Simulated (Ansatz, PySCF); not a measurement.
Noncovalent pair: C2H2 (SMILES C#C) (first 4 atoms) with CH3I (SMILES CI); geometry from B3LYP-D3(BJ)/def2-TZVP, rigid monomers moved along the line of their centres of mass till C1···H8 is 2.55 Å.
(charge 0, multiplicity 1):
```json
[
 {"atom": "C", "x (Å)": "-0.3668", "y (Å)": "-0.0942", "z (Å)": "0.7666"},
 {"atom": "C", "x (Å)": "-0.2625", "y (Å)": "-1.0548", "z (Å)": "0.0594"},
 {"atom": "H", "x (Å)": "-0.4479", "y (Å)": "0.7505", "z (Å)": "1.4092"},
 {"atom": "H", "x (Å)": "-0.1760", "y (Å)": "-1.9023", "z (Å)": "-0.5758"},
 {"atom": "C", "x (Å)": "1.4936", "y (Å)": "-0.9375", "z (Å)": "3.5352"},
 {"atom": "I", "x (Å)": "0.7815", "y (Å)": "1.0293", "z (Å)": "4.0652"},
 {"atom": "H", "x (Å)": "1.1325", "y (Å)": "-1.6230", "z (Å)": "4.2929"},
 {"atom": "H", "x (Å)": "1.0889", "y (Å)": "-1.1704", "z (Å)": "2.5567"},
 {"atom": "H", "x (Å)": "2.5763", "y (Å)": "-0.8925", "z (Å)": "3.5218"}
]
```

Monomers are frozen at their geometry in the pair; levels with a basis set take the counterpoise correction.

Cores are frozen in the correlated methods. Filled d and f shells under p-block atoms count as core. CBS: X⁻³ extrapolation of the correlation energy, Hartree–Fock from the larger set.

Programs: Ansatz (Gaussian basis) for Hartree–Fock, density functionals and correlated methods; PySCF for the dispersion terms. Each number belongs to the level named beside it. In def2 rows elements past Kr take small-core potentials, without spin–orbit coupling.

PBE/def2-TZVPPD gives -0.72 kcal/mol for the interaction energy.

### Question
Predict the shift from PBE, with its sign, for: PBE-D3(BJ)/def2-TZVPPD, r2SCAN/def2-TZVPPD, B3LYP/def2-TZVPPD, wB97M-V/def2-TZVPPD, MP2/CBS(def2-SVPD, def2-TZVPPD), MP2/CBS(def2-SVPD, def2-TZVPPD) + ΔCCSD(T)/def2-SVPD.

### Answer
PBE-D3(BJ)/def2-TZVPPD -1.46; r2SCAN/def2-TZVPPD -0.36; B3LYP/def2-TZVPPD 1.18; wB97M-V/def2-TZVPPD -0.95; MP2/CBS(def2-SVPD, def2-TZVPPD) -1.00; MP2/CBS(def2-SVPD, def2-TZVPPD) + ΔCCSD(T)/def2-SVPD -0.59 kcal/mol. 1 of 6 lie above PBE; the widest gap is to PBE-D3(BJ)/def2-TZVPPD.

Ansatz is a program for electronic structure.
